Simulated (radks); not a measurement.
Pb, 82 electrons, occupied as [Xe] 4f14 5d10 6p4 (not the ground configuration).

Calculated with a radial shooting solver on a logarithmic mesh with Libxc functionals: Dirac Kohn-Sham, BLYP, spin-unpolarised, spherical densities, point nucleus; open shells fill j = l - 1/2 first.

Energy parts (hartree):
| part | energy |
|---|---|
| total | -20929.0521 |
| kinetic | 24372.6570 |
| electron-nucleus | -52974.8222 |
| Hartree | 8064.2925 |
| exchange-correlation | -391.1795 |

Orbitals (lengths in bohr, moments of r in powers of bohr; r(max) is where P^2 peaks):
orbital  occ.  eigenvalue (hartree)    r(max)       <r^4>      <r>   <1/r>  small-component weight
1s1/2       2             -3233.662  0.009835   3.531e-07  0.01604   101.5                9.80e-02
2s1/2       2             -577.9456   0.05736  0.00005063  0.06689   25.08                2.26e-02
2p1/2       2             -554.9684   0.04197  0.00002986  0.05487   25.01                2.27e-02
2p3/2       4             -474.4665   0.04969  0.00004819  0.06379   19.97                1.99e-02
3s1/2       2             -138.7856    0.1614    0.001829   0.1739   9.194                7.60e-03
3p1/2       2             -128.4309    0.1504    0.001585   0.1644   9.101                7.54e-03
3p3/2       4             -110.4700    0.1660    0.002253   0.1807   7.780                6.75e-03
3d3/2       4             -93.47475    0.1289    0.001477   0.1570   7.681                6.64e-03
3d5/2       6             -89.65346    0.1331    0.001640   0.1619   7.387                6.42e-03
4s1/2       2             -31.48747    0.3627     0.04008   0.3841   3.904                2.62e-03
4p1/2       2             -27.00898    0.3603     0.04229   0.3853   3.793                2.52e-03
4p3/2       4             -22.61103    0.3919     0.05924   0.4199   3.336                2.21e-03
4d3/2       4             -15.32397    0.3831     0.06839   0.4246   3.139                2.01e-03
4d5/2       6             -14.50351    0.3927     0.07559   0.4357   3.036                1.93e-03
4f5/2       6              -5.06959    0.3475      0.1160   0.4509   2.696                1.57e-03
4f7/2       8              -4.88467    0.3520      0.1227   0.4572   2.656                1.54e-03
5s1/2       2              -5.38369    0.7895      0.9604   0.8537   1.621                7.04e-04
5p1/2       2              -3.85515    0.8278       1.304   0.9121   1.498                6.17e-04
5p3/2       4              -3.03064    0.9050       1.928    1.004   1.330                5.20e-04
5d3/2       4              -0.92542     1.053       5.999    1.269   1.038                3.29e-04
5d5/2       6              -0.82907     1.085       7.035    1.316  0.9982                3.07e-04
6p1/2       2              -0.21247     2.320       151.6    2.855  0.4483                6.41e-05
6p3/2       2              -0.14892     2.647       276.9    3.297  0.3849                4.71e-05

The highest occupied level is 6p3/2 at -4.052 eV. Summed over all electrons, <r^2> = 79.41 bohr^2, which gives a Langevin (diamagnetic) susceptibility term of -62.9 x 10^-6 cm^3/mol. The density falls to 0.001 e/bohr^3 at r = 4.96 bohr.

Run on one thread of a shared host, so times are rough (Arm Neoverse N1): 0.26 s of CPU time, 0.26 s wall, 15 iterations on 2728 mesh points.
